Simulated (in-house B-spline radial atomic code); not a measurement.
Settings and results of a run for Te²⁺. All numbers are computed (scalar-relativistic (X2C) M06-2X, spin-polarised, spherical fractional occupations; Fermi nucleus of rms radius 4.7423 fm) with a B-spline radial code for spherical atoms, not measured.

In the input, 3d5,1 would mean five up and one down electron.

Command:
```bash
python run_scf.py task.json out
```
Settings (nuclear radius in fm, mass in u):
```
Z                52
configuration    1s2 2s2 2p6 3s2 3p6 3d10 4s2 4p6 4d10 5s2 5p0,2
hamiltonian      x2c
method           m062x
spin_polarised   True
nucleus          fermi
rms_radius       4.7423
atomic_mass      129.90622
speed_of_light   137.035999084
```

Output (hartree, bohr):
```
 radial grid: 79 intervals, B-splines of order 8, outer radius 53.7037 bohr

 iter        energy (Eh)    residual
    1       -6793.322819    1.94e-01
    2       -6793.342773    5.70e-03
    3       -6793.342985    2.15e-03
    4       -6793.343011    1.28e-03
    5       -6793.343022    2.68e-04
    6       -6793.343022    7.73e-05
    7       -6793.343022    1.75e-05
    8       -6793.343022    1.01e-05
    9       -6793.343022    1.41e-05
   10       -6793.343022    8.19e-06
   11       -6793.343022    6.12e-06
   12       -6793.343022    9.43e-06
   13       -6793.343022    7.66e-06
   14       -6793.343022    6.36e-06
   15       -6793.343022    3.11e-06
   31       -6793.343022    6.76e-06
   32       -6793.343022    6.51e-06
   33       -6793.343022    7.93e-06
   34       -6793.343022    7.10e-06
   35       -6793.343022    2.88e-05
   36       -6793.343022    7.09e-06
   37       -6793.343022    4.26e-06
   38       -6793.343022    3.67e-06
   39       -6793.343022    2.19e-06
   40       -6793.343022    2.30e-06
   41       -6793.343022    2.56e-06
   42       -6793.343022    1.13e-06
   43       -6793.343022    1.46e-06
   44       -6793.343022    7.08e-07
   45       -6793.343022    5.08e-07

 total energy                     -6793.34302
 kinetic                            7185.2124
 electron-nucleus                 -16470.0996
 Hartree                            2669.2272
 exact exchange                      -94.0504
 exchange-correlation                -83.6327

 orbital      occ     eigenvalue          <r>       <r^2>       <1/r>       r_max
 1s up      1.000     -1168.1917    0.0272218  0.00101398     58.2756     0.01721
 1s down    1.000     -1168.1960    0.0272218  0.00101398     58.2754     0.01721
 2s up      1.000      -181.3070     0.119431   0.0168814     13.2388      0.1013
 2s down    1.000      -181.3092     0.119431   0.0168815     13.2387      0.1013
 2p up      3.000      -163.0674      0.10449    0.013347     12.2493     0.08082
 2p down    3.000      -163.0708     0.104489   0.0133466     12.2495     0.08082
 3s up      1.000       -37.2767     0.322001    0.118639     4.66236      0.2928
 3s down    1.000       -37.2813     0.322013    0.118648      4.6622      0.2928
 3p up      3.000       -31.2972     0.319591    0.118587      4.3567      0.2859
 3p down    3.000       -31.3028     0.319582     0.11858     4.35684      0.2859
 3d up      5.000       -22.1239     0.295955      0.1037     4.09858       0.237
 3d down    5.000       -22.1263     0.295978    0.103717     4.09833       0.237
 4s up      1.000        -7.2243     0.765931    0.663008       1.842      0.7013
 4s down    1.000        -7.2313     0.766019    0.663448     1.84256       0.701
 4p up      3.000        -5.3199     0.821244    0.768624     1.66623       0.737
 4p down    3.000        -5.3283     0.821611     0.76999     1.66668      0.7365
 4d up      5.000        -2.4703     0.959664     1.07554     1.37717      0.8066
 4d down    5.000        -2.4790     0.968525     1.10008     1.36843      0.8075
 5s up      1.000        -1.2148      2.02622     4.63947    0.645932       1.768
 5s down    1.000        -1.3671      1.99672     4.46856    0.649326       1.785
 5p down    2.000        -0.8901      2.33424     6.12603    0.545038       2.062
```

Cost of the run: 2.2 s on 1 thread of Arm Neoverse N1, on a shared host.

States collapsed into the nucleus by a negative tau potential were left out of the aufbau.

Caution: exact exchange at fractional occupations of open shells leaves self-interaction of up to several eV.

One-electron X2C: radii and densities carry no picture-change correction, so inner-shell <1/r> comes out high (for 1s by about 2 % at Z = 33, 5 % at 54, 10 % at 75, 30 % at 118) and <r> low.
